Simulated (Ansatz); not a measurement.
(NaSH)2 ring (Na₂H₂S₂), relaxed as a singlet with RKS PBE0-D4/def2-SVP in Ansatz, starting from the GFN2-xTB geometry. Force threshold 0.02 eV/Å.

Start:

```xyz
6

Na   -1.476    0.951    0.173
S     0.987    1.706   -0.639
Na    1.533   -0.875   -0.057
S    -0.957   -1.654    0.590
H     0.915    1.757   -1.957
H    -1.002   -1.884    1.889
```

| step | energy (eV) | largest force component (eV/Å) | SCF passes |
| --- | --- | --- | --- |
| 1 | -30516.5606 | 0.766 | 22 |
| 2 | -30516.6449 | 0.224 | 27 |
| 3 | -30516.6575 | 0.086 | 28 |
| 4 | -30516.6590 | 0.052 | 28 |
| 5 | -30516.6593 | 0.018 | 27 |
| 6 | -30516.6595 | 0.012 | 28 |
| 7 | -30516.6597 | 0.011 | 27 |

Force components are those of the run's own axes.

End:

```xyz
6

Na   -1.3668    0.8303    0.1052
S     1.0291    1.7652   -0.5533
Na    1.3679   -0.8290   -0.1026
S    -1.0286   -1.7645    0.5522
H     0.8946    1.7123   -1.8981
H    -0.8962   -1.7143    1.8966
```

By distances, no bond broke or formed. The bond that changes most is S2–Na3, from 2.70 to 2.65 Å (atoms count from 1).

The force fell under the threshold at step 5, but the optimiser went on. No frequencies were taken in this run, so the end may be a saddle point.

It took 8.5 s on 4 threads of Arm Neoverse V1 on a shared host.
